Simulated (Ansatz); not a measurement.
```csv
atom,x (Å),y (Å),z (Å)
C,-0.0485,0.0438,-0.6948
N,-0.0261,0.0459,0.7161
H,0.0226,-1.0219,-1.1546
H,-0.9165,0.5319,-1.0954
H,0.8374,0.5599,-1.0614
H,-0.8398,-0.4023,1.1596
H,0.8589,-0.4363,1.1266
```

Basis set: 6-31G (spherical functions). Correlated methods keep 2 orbitals frozen. Charge 0, multiplicity 1.

Computed with Ansatz (development build ahead of 0.2.0); each method stands on the lowest determinant of its kind that the runs found. Restricted open shells among the atoms or ions are ROHF, correlated in semicanonical orbitals with singles.

The atomization energy at this shape (free ground-state atoms in the same class of orbitals less the molecule, no zero-point energy) of singlet CH₅N:

```json
{"method": "RHF-MP2", "atomization energy": "20.71 eV"}
```

Q: What does RHF give?

A: 16.54 eV.

This basis has no polarisation functions and is too small for such energies, which can lie far from measured ones in either direction.
